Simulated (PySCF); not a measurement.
Two-component Hartree-Fock for Lu(62+) (lutetium, charge +62)

Start: [He] 2s2 2p5; 2p1/2 filled at m_j = +1/2; 2p3/2 filled at m_j = -3/2, -1/2, +1/2, +3/2. Calculated with PySCF 2.14 in an uncontracted even-tempered set (17 s from 45 bohr⁻², ratio 2.4; 13 p from 59 bohr⁻², ratio 2.4; 5 d from 200 bohr⁻², ratio 2.6; 4 f from 300 bohr⁻², ratio 2.6): generalised Hartree-Fock with the X2C-1e Hamiltonian and a Gaussian nucleus; one run each with spin-orbit coupling (SO) screened by Boettger's factors, then bare. This is a chosen level, not necessarily the ground level.

```csv
spinor shell,electrons,"ε, screened SO (eV)","ε, bare SO (eV)",weight of nominal j (bare SO),"rms radius, bare SO (bohr)"
1s1/2,2,-69349.0,-69349.2,1.000,0.0219
2s1/2,2,-16153.8,-16154.0,1.000,0.0864
2p1/2,1,-15775.6,-15804.4,1.000,0.0731
2p3/2,4,-14578.5,-14569.4,1.000,0.0799
```

| quantity | screened SO | bare SO |
| --- | --- | --- |
| E (hartree) | -9533.13995 | -9532.83955 |
| M_J | 1/2 | 1/2 |
| ⟨J²⟩ | 0.750 | 0.750 |
| ⟨L²⟩ | 2.014 | 2.015 |
| ⟨S²⟩ | 0.764 | 0.765 |

Each row is a mean over spinors that exchange with the open shell spreads, by up to 20.329 eV (2p3/2).

Breit and QED terms are absent; they matter most for the inner s and p1/2 levels.

Densities and radii are taken from the X2C orbitals without a picture-change correction, which distorts them close to the nucleus.
